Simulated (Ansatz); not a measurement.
Total energies of (H2In-mu-OH)2 (In2O2H6) from Ansatz at r2SCAN-D4/def2-TZVP, gas phase (1 Eh = 27.2114 eV = 2625.5 kJ/mol). The reference geometry is relaxed at PBE0-D4/def2-SVP.

Cartesian coordinates in Å:
```
In -1.4037 -0.8507 0.3800
H -1.5794 -2.3448 -0.4396
H -2.3386 0.0267 1.5349
O -0.6565 0.5856 -1.0772
In 1.4679 0.5727 -0.5964
H 2.2290 -0.4571 -1.7344
H 1.8445 2.1002 0.1126
O 0.6840 -0.7049 0.9841
H -1.0752 1.4530 -1.0441
H 0.8280 -0.3806 1.8802
```

```csv
state,geometry,energy (Eh)
charge 0 singlet,reference,-534.51754
charge 1 doublet,reference,-534.16785
free In atom (doublet),–,-190.18147
free H atom (doublet),–,-0.49993
free O atom (triplet),–,-75.05861
```

In the def2 sets In takes a core potential; there is no spin–orbit coupling.

Question: Work out the vertical ionisation energy to the doublet.

Answer: E(charge 1 doublet) − E(charge 0 singlet) = -534.16785 − (-534.51754) = 0.34969 Eh = 9.52 eV. For comparison, −ε of the highest occupied level is 7.10 eV at this level, 2.42 eV less.

Question: What is the binding energy per atom against free atoms?

Answer: Atoms: 2 × (-190.18147) + 6 × (-0.49993) + 2 × (-75.05861) = -533.47974 Eh. Binding: -533.47974 − (-534.51754) = 1.03780 Eh = 28.24 eV, or 2.82 eV for each of 10 atoms (no zero-point energy, no counterpoise term).
